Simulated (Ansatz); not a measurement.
`C[SiH](O)[SiH3]` + CH₃NH₂ → `CN[SiH](C)O` + SiH₄ at 700 K and 1 bar (cleavage of the Si–Si bond).

Program: Ansatz. Geometries: PBE0-D4/def2-TZVP. ΔE: electronic, gas phase. CCSD(T)/CBS is the MP2 limit (def2-TZVPP, def2-QZVPP) plus CCSD(T) − MP2 in def2-TZVPP, frozen cores. This one scheme is used for every species. One conformer a species, not always the lowest.

```tsv
species	CCSD(T)/CBS energy (Eh)	H − E (kJ/mol)	S (J/(mol·K))
`C[SiH](O)[SiH3]`	-696.24702	310.4	495.7
CH₃NH₂	-95.75281	207.6	296.6
`CN[SiH](C)O`	-500.56717	395.1	513.8
SiH₄	-291.46306	115.5	252.9
```

H − E and S are ideal-gas, rigid-rotor, harmonic terms from PBE0-D4/def2-TZVP, for one conformer and one mirror image of each species. 1 Eh = 2625.50 kJ/mol, R = 8.31446 J/(mol·K).

Problem. By hand: ΔE, ΔH, ΔS and ΔG.

Solution. ΔE = (-500.56717) + (-291.46306) − (-696.24702) − (-95.75281) = -0.03040 Eh = -79.8 kJ/mol. Δ(H − E) = 395.1 + 115.5 − 310.4 − 207.6 = -7.4, so ΔH = -87.2 kJ/mol. ΔS = 513.8 + 252.9 − 495.7 − 296.6 = -25.6 J/(mol·K). ΔG = -87.2 − 700 × (-25.6)/1000 = -69.3 kJ/mol.

Problem. By hand: the equilibrium constant, and the temperature at which ΔG would vanish if ΔH and ΔS stayed fixed.

Solution. log₁₀ K = −ΔG/(RT ln 10) = 5.2. ΔG = 0 at ΔH/ΔS = 3406 K, far beyond where these terms or the molecules hold.

ΔH outweighs TΔS. A doubt of 5 kJ/mol in ΔE shifts log₁₀ K by 0.4 here. Other conformers and mirror images would add mixing entropy, several J/(mol·K) or more a flexible species. Modes under 60 cm⁻¹, often nearly free rotors, make the harmonic entropy too high. These are equilibria of isolated gas molecules and say nothing of rates. Largest T1 diagnostic: 0.012 (customary marks: 0.02 for closed shells, 0.045 for open ones).
